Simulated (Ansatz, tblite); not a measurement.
Cost and result up the ladder for GaCl2(OH) (GaCl2OH) (5 atoms). Charge 0, multiplicity 1. Geometry: PBE0-D4/def2-SVP.

Cartesian coordinates in Å:
```
Ga 0.379 -0.120 -0.001
Cl 1.828 -1.216 1.090
Cl 0.897 0.798 -1.854
O -1.251 0.012 0.658
H -1.853 0.525 0.107
```

Ansatz on 4 threads of Arm Neoverse V1 on a shared host; xTB runs through tblite on one thread. Times are rough, summed over both states, and most runs start from the orbitals of an earlier one. PBE0-D4/def2-TZVP serves as the yardstick here, not as an exact answer. The other state is a doublet.

The xTB rows come from tblite. HOMO above LUMO, or a gap near zero within one spin, warns that the state may not be the lowest or that an electron is smeared out.

Raw xTB energies of ions are shifted by several eV.

```json
{"level": "GFN1-xTB", "functions": "33", "wall time": "0.01 s", "vertical IE (eV)": "15.40", "difference from PBE0-D4/def2-TZVP (eV)": "3.87", "remarks": "–"}
{"level": "GFN2-xTB", "functions": "32", "wall time": "0.011 s", "vertical IE (eV)": "15.52", "difference from PBE0-D4/def2-TZVP (eV)": "3.98", "remarks": "–"}
{"level": "PBE-D4/def2-TZVP", "functions": "159", "wall time": "4.7 s", "vertical IE (eV)": "10.91", "difference from PBE0-D4/def2-TZVP (eV)": "-0.62", "remarks": "gap within one spin near zero (+1 doublet)"}
{"level": "PBE0-D4/def2-TZVP", "functions": "159", "wall time": "11 s", "vertical IE (eV)": "11.54", "difference from PBE0-D4/def2-TZVP (eV)": "0.00", "remarks": "–"}
{"level": "r2SCAN-D4/def2-TZVP (with forces)", "functions": "159", "wall time": "16 s", "vertical IE (eV)": "11.20", "difference from PBE0-D4/def2-TZVP (eV)": "-0.34", "remarks": "gap within one spin near zero (+1 doublet)"}
```
